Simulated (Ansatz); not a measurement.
Spectroscopic constants of MgBe+, multiplicity 2 (lowest of 2S+1 = 2, 4 at CCSD(T)/def2-TZVPP on PBE0 minima; our sources give no spin for the ground state, which may be another).

Constants: fifth-degree fit in 1/R to seven points, most abundant isotopes. In def2 and cc sets the state is the lowest found near the PBE0 minimum, followed along R.

Correlated levels freeze the inner cores; with def2 sets outer-core shells near the valence are correlated too.

Programs: Ansatz (an electronic-structure program). 

Energies at CCSD/def2-TZVPP:

| R (Å) | E (hartree) |
|---|---|
| 2.446189 | -214.20477166 |
| 2.511947 | -214.20642180 |
| 2.572444 | -214.20735857 |
| 2.640832 | -214.20786806 |
| 2.709220 | -214.20790522 |
| 2.788129 | -214.20748766 |
| 2.880190 | -214.20653326 |

Task: With a reduced mass of 6.5508 u, find the minimum, the force constant and the constants.

Result: A fifth-degree polynomial in 1/R puts the minimum at r_e = 2.6805 Å with force constant 38.4 N/m. Then ω_e = (1/2πc)√(k/μ) = 316 cm⁻¹ and B_e = h/(8π²cμr_e²) = 0.3582 cm⁻¹; the cubic and quartic terms give α_e = 0.0050 and ω_e x_e = 3.4 cm⁻¹.

Doubts at one or more of the structures used: a spin-contaminated determinant (CCSD/def2-TZVPP).
